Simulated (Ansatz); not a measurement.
A nudged elastic band was laid between two geometries of H2 + H3InO3 (9 atoms, charge 0, multiplicity 1).

The calculation used Ansatz 0.2.0, RHF/def2-SVP.

```yaml
movable_images: 5
climbing_image: yes
spring: 5.0 eV/Å²
optimiser: quadratic models (default)
start_path: through a guess of the saddle point
force_threshold: 0.05 eV/Å
iteration_limit: 60
end_points: relaxed
```

First end point:

```xyz
9
Properties=species:S:1:pos:R:3
In -0.102 -0.487 -0.086
O 0.014 -0.547 1.889
H -0.766 -0.596 2.418
O 1.576 -0.489 -1.107
H 2.387 -0.518 -0.624
O -1.821 -0.453 -1.045
H -2.632 -0.454 -0.563
H 0.183 2.720 0.992
H 0.204 2.194 1.523
```

Last end point:

```xyz
9
Properties=species:S:1:pos:R:3
In 0.134 0.815 -0.253
O -0.050 0.153 2.011
H -0.876 -0.294 1.819
O 1.659 -0.219 -1.003
H 1.666 -1.160 -0.928
O -1.560 -0.286 -0.063
H -1.894 -0.841 -0.749
H 0.120 2.531 -0.234
H -0.155 0.671 2.797
```

Task: Which bonds break or form, and what moves?

Result: Bonds broken: H8–H9. Bonds formed: In1–H8, O2–H9. H2 + H3InO3 becomes H5InO3.

Task: Give the energies along the band, and the barrier.

Result: It converged. The highest image is number 4 of 0 to 6, 1.09 eV above the first end and 2.20 eV above the last; the last end lies 1.11 eV below the first. Beside the main top the profile has a ripple of under 15 meV (maxima at images 1, 4), which may be a very shallow well or noise. Neighbouring images differ by up to 2.2 eV, so the band resolves the path poorly. A vibrational analysis at the climbing image gives one clearly imaginary mode, 1711i cm⁻¹: a first-order saddle point. The orbitals stay closed-shell, which can raise the energy where a bond breaks towards radicals; this wasn't checked here.

```tsv
image	path coordinate (Å)	energy (eV)	H8–H9 (Å)	In1–H8 (Å)	O2–H9 (Å)
0	0.00	0.00	0.75	3.40	2.77
1	1.53	0.01	0.75	3.78	2.70
2	3.06	0.00	0.75	3.20	2.80
3	4.60	0.00	0.75	3.08	2.83
4	6.13	1.09	0.98	2.05	1.30
5	8.30	-1.07	3.19	1.72	0.95
6	10.47	-1.11	3.57	1.72	0.95
```

Task: What is the geometry of the highest image?

Result: 
```xyz
9
Properties=species:S:1:pos:R:3
In -0.188 0.079 0.098
O -0.350 0.278 2.186
H 0.179 -0.102 2.874
O 1.593 -0.618 -0.404
H 1.816 -0.784 -1.305
O -1.869 -0.172 -0.902
H -1.896 -0.746 -1.650
H -0.085 1.989 0.844
H -0.155 1.446 1.656
```

Time of the run: 8.4 min on 1 thread of Arm Neoverse V1 (shared host), peak memory 0.19 GiB.
